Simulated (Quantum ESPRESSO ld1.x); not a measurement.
Question: These are the eigenvalues of the occupied orbitals of an atom or ion with whole-number occupations (hartree). Method: non-relativistic Kohn-Sham, PBE, spin-unpolarised, spherical densities, point nucleus; computed with ld1.x of Quantum ESPRESSO 7.5.

1s: -2692.79
2s: -455.543
2p: -438.249
3s: -112.191
3p: -104.040
3d: -88.8452
4s: -29.3495
4p: -25.8299
4d: -19.3598
4f: -10.6753
5s: -9.86168
5p: -8.63691

Which element is it, and in what charge state? The configuration may be excited.

Answer: Z = 79, gold, charge +11: Au11+ in [Xe] 4f14. The list shows which subshells hold electrons but not how many an open one holds; the 1s level, -2692.8 hartree, gives Z - s = 73.4 by -(Z - s)^2/2, which with screening narrows Z to a few neighbours, and the depths of the outer levels then fix element, charge and occupations together.
